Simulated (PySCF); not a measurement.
Al(Me)(Cl) (CH₃AlCl), SMILES [CH3][Al+][Cl], charge +1. Geometry optimised at B3LYP-D3(BJ)/def2-TZVP. The multiplicity is an assumed one; other spin states were not compared. The isomer is the one that the SMILES or the coordinates give; other isomers of the formula were not compared.

TDA-PBE/def2-SVPD (PySCF) puts the lowest singlet excitations at 5.86, 5.86, 6.44, 6.49, 6.49, 6.86 eV.

Q: What are the lowest excitation roots from ADC(2)/aug-cc-pVDZ in PySCF? (The exact figures need the calculation; the answer reports its results.)

A: 6.95, 6.95, 7.57, 7.59, 7.60, 7.61 eV. S1 differs by 1.10 eV (second minus first; roots are paired by order, and the bases may differ).
